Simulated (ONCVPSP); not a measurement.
# neon: ONCV pseudisation with PBE, scalar-relativistic reference atom.

ONCVPSP 4.0.1 input, shortened (lines: element, Z, core and valence counts, functional; n l f; lmax; l rc ep ncon nbas qcut; lloc lpopt rc5 dvloc0; l nproj debl; icmod fcfact rcfact), PBE, scalar-relativistic:

```
  Ne 10.00    1    2        4      upf
    1    0    2.00
    2    0    2.00
    2    1    5.00
    2
    0    0.75    0.00    3    6    9.40
    1    1.15    0.00    4    8   15.00
    2    1.00    0.15    5   10   11.10
    4    5    0.60    0.00
    0    2    3.80
    1    3    1.80
    2    2    3.80
    4    0.65    0.00
```

Poles of the logarithmic derivatives, all-electron (AE) and pseudo (PS). s: poles at no energy (AE) and no energy (PS) Ha. p: poles at 0.0 (AE) and 0.0 (PS) Ha. d: poles at no energy (AE) and no energy (PS) Ha. Test radii: s 0.76, p 1.16, d 1.01 bohr.

- Cutoffs needed: 76 Ha and 175 Ha (the cutoffs (Ha) at which the residual kinetic energy of the hardest occupied pseudo-wave falls to 1 and 0.1 mHa per electron)
- Ghost test: no bound ghost flagged; no localised positive-energy state flagged
- Largest excitation error: +231 meV (all-electron minus pseudo) for 2s2 2p3, out of 4 test configurations
- rms error of d²Exc/dni dnj: 2.16 mHa without and 1.70 mHa with the model core
